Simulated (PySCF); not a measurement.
W(O)2(SH)2 (H2O2S2W), SMILES [O]=[W](=[O])([SH])[SH], multiplicity 1.

The structure is a stationary point at B3LYP-D3(BJ)/def2-SVP. The multiplicity is an assumed one; no other spin state was optimised. The structure was generated by enumeration; whether it is a known compound was not checked. The def2 effective core potentials stand for the cores of W; spin–orbit coupling is left out. One conformer was computed; it need not be the lowest.

Level of theory: ωB97X/def2-TZVP in PySCF.

Symmetry labels are those of the subgroup C2 that the program uses (full group C2).

Computed valence orbital energies around the gap with their symmetry:
| orbital | symmetry | energy (eV) |
|---|---|---|
| HOMO−7 | A | -13.83 |
| HOMO−6 | B | -13.71 |
| HOMO−5 | A | -13.61 |
| HOMO−4 | A | -12.71 |
| HOMO−3 | B | -12.01 |
| HOMO−2 | B | -11.85 |
| HOMO−1 | A | -11.47 |
| HOMO | B | -10.45 |
| LUMO | A | -0.96 |
| LUMO+1 | A | -0.22 |
| LUMO+2 | B | 0.26 |
| LUMO+3 | B | 1.05 |
